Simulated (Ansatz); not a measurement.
A short molecular-dynamics run on ReO₃F.

```yaml
crystal:
  periodic: [false, false, false]
  atoms:
    - {symbol: Re, position_ang: [0.005568, 0.009591, 0.003993]}
    - {symbol: O, position_ang: [0.034216, 0.023339, 1.692499]}
    - {symbol: O, position_ang: [1.599777, 0.049178, -0.551881]}
    - {symbol: O, position_ang: [-0.772688, 1.412778, -0.522736]}
    - {symbol: F, position_ang: [-0.866872, -1.494885, -0.621875]}
basis:
  gaussian: {orbitals: def2-SVP}
hamiltonian: {xc: {name: r2SCAN}, dispersion: rvv10}
md: {timestep: 2 fs, n_steps: 15, ensemble: nvt_langevin, temperature: 1000, initial_velocities: maxwell_boltzmann, friction: 0.01, seed: 676}
scf: {omitted_lower_state_checks: [starts]}
```

```sh
$ ansatz run in.yaml --threads 4 --pin off --events-out ev --progress --plain --max-ram 3916MiB
```

```csv
step,time (fs),potential energy (eV),kinetic (eV),T (K)
0,0.0,-10980.4274,0.5170,800
1,2.0,-10980.4183,0.3995,618
2,4.0,-10980.3665,0.4125,638
3,6.0,-10980.2911,0.3420,529
4,8.0,-10980.2187,0.2885,446
5,10.0,-10980.1828,0.3285,508
6,12.0,-10980.2022,0.3567,552
7,14.0,-10980.2581,0.4059,628
8,16.0,-10980.3046,0.5472,847
9,18.0,-10980.3181,0.5590,865
10,20.0,-10980.2908,0.5613,868
11,22.0,-10980.2258,0.4724,731
12,24.0,-10980.1508,0.5132,794
13,26.0,-10980.0982,0.4361,675
14,28.0,-10980.0788,0.4476,693
15,30.0,-10980.0645,0.5409,837
```

Velocities are drawn at the set temperature; a run this short doesn't reach equilibrium. Under Langevin dynamics the printed temperature counts 3N degrees of freedom, so it starts below the set value.

In the def2 sets Re takes a core potential; there is no spin–orbit coupling.

Frames (Å, forces in eV/Å):

```xyz
5
time=0.0 fs
Re    0.006    0.010    0.004   -0.373   -0.643   -0.267
O     0.034    0.023    1.692    0.027    0.029    0.867
O     1.600    0.049   -0.552    0.821    0.043   -0.273
O    -0.773    1.413   -0.523   -0.382    0.734   -0.259
F    -0.867   -1.495   -0.622   -0.094   -0.162   -0.068
5
time=2.0 fs
Re    0.005    0.008    0.003   -0.979    0.883    0.723
O     0.049    0.004    1.709   -0.016    0.045   -0.141
O     1.586    0.065   -0.560    1.264    0.005   -0.437
O    -0.788    1.426   -0.527    0.111   -0.249    0.151
F    -0.854   -1.483   -0.618   -0.380   -0.685   -0.297
5
time=4.0 fs
Re    0.003    0.006    0.004   -1.329    2.180    1.464
O     0.060   -0.017    1.726   -0.062    0.093   -1.024
O     1.576    0.078   -0.569    1.424   -0.024   -0.492
O    -0.805    1.438   -0.534    0.575   -1.137    0.536
F    -0.844   -1.473   -0.615   -0.609   -1.112   -0.484
5
time=6.0 fs
Re    0.002    0.006    0.006   -1.603    2.998    2.117
O     0.070   -0.039    1.743   -0.116    0.177   -1.811
O     1.567    0.090   -0.577    1.537   -0.035   -0.535
O    -0.825    1.444   -0.541    0.928   -1.752    0.839
F    -0.837   -1.468   -0.611   -0.746   -1.388   -0.610
5
time=8.0 fs
Re   -0.001    0.007    0.008   -1.723    3.418    2.585
O     0.078   -0.062    1.757   -0.170    0.288   -2.394
O     1.560    0.102   -0.582    1.554   -0.042   -0.550
O    -0.842    1.446   -0.547    1.157   -2.112    1.054
F    -0.834   -1.465   -0.605   -0.818   -1.552   -0.695
5
time=10.0 fs
Re   -0.003    0.008    0.010   -1.455    3.457    2.674
O     0.085   -0.087    1.765   -0.217    0.418   -2.690
O     1.559    0.117   -0.588    1.245   -0.064   -0.437
O    -0.859    1.441   -0.551    1.251   -2.212    1.186
F    -0.833   -1.463   -0.600   -0.824   -1.599   -0.734
5
time=12.0 fs
Re   -0.005    0.011    0.012   -0.944    2.974    2.322
O     0.090   -0.112    1.765   -0.253    0.551   -2.642
O     1.562    0.135   -0.594    0.730   -0.103   -0.232
O    -0.871    1.430   -0.553    1.165   -2.010    1.225
F    -0.834   -1.466   -0.600   -0.697   -1.411   -0.673
5
time=14.0 fs
Re   -0.008    0.014    0.015   -0.381    1.994    1.671
O     0.091   -0.136    1.757   -0.262    0.666   -2.266
O     1.566    0.154   -0.599    0.217   -0.138   -0.017
O    -0.882    1.412   -0.551    0.892   -1.492    1.144
F    -0.839   -1.473   -0.603   -0.466   -1.030   -0.532
5
time=16.0 fs
Re   -0.010    0.018    0.018    0.057    0.747    0.956
O     0.087   -0.157    1.746   -0.233    0.762   -1.691
O     1.566    0.174   -0.605   -0.106   -0.161    0.141
O    -0.892    1.390   -0.546    0.481   -0.754    0.969
F    -0.847   -1.482   -0.602   -0.199   -0.594   -0.375
5
time=18.0 fs
Re   -0.013    0.023    0.021    0.135   -0.640    0.276
O     0.084   -0.176    1.732   -0.187    0.830   -0.951
O     1.559    0.197   -0.609   -0.018   -0.154    0.142
O    -0.904    1.366   -0.541   -0.023    0.098    0.748
F    -0.860   -1.493   -0.598    0.092   -0.134   -0.215
5
time=20.0 fs
Re   -0.016    0.027    0.023    0.203   -2.055   -0.516
O     0.082   -0.192    1.715   -0.140    0.846    0.017
O     1.549    0.220   -0.610    0.181   -0.131    0.087
O    -0.916    1.341   -0.537   -0.617    1.043    0.479
F    -0.876   -1.505   -0.593    0.373    0.297   -0.068
5
time=22.0 fs
Re   -0.019    0.029    0.025    0.453   -3.217   -1.402
O     0.080   -0.205    1.699   -0.098    0.821    0.994
O     1.544    0.245   -0.611    0.187   -0.132    0.102
O    -0.931    1.318   -0.532   -1.165    1.858    0.245
F    -0.890   -1.517   -0.591    0.624    0.671    0.061
5
time=24.0 fs
Re   -0.021    0.031    0.027    0.562   -3.936   -2.264
O     0.079   -0.220    1.685   -0.062    0.773    1.810
O     1.541    0.269   -0.610    0.119   -0.131    0.136
O    -0.952    1.297   -0.526   -1.469    2.303    0.141
F    -0.900   -1.529   -0.593    0.851    0.990    0.177
5
time=26.0 fs
Re   -0.022    0.030    0.029    0.327   -4.104   -2.999
O     0.078   -0.236    1.676   -0.030    0.714    2.353
O     1.538    0.291   -0.607    0.057   -0.118    0.153
O    -0.980    1.282   -0.518   -1.404    2.247    0.211
F    -0.910   -1.540   -0.597    1.051    1.261    0.281
5
time=28.0 fs
Re   -0.025    0.029    0.030   -0.241   -3.658   -3.631
O     0.081   -0.248    1.671   -0.015    0.658    2.597
O     1.535    0.311   -0.602   -0.057   -0.126    0.173
O    -1.012    1.277   -0.510   -0.908    1.631    0.482
F    -0.918   -1.551   -0.602    1.220    1.495    0.379
5
time=30.0 fs
Re   -0.028    0.027    0.031   -0.858   -3.007   -4.109
O     0.086   -0.258    1.667   -0.017    0.597    2.713
O     1.533    0.332   -0.592   -0.187   -0.137    0.168
O    -1.047    1.275   -0.501   -0.282    0.891    0.776
F    -0.923   -1.560   -0.610    1.344    1.656    0.452
```

It took 41 s on 4 threads of Arm Neoverse V2 on a shared host.
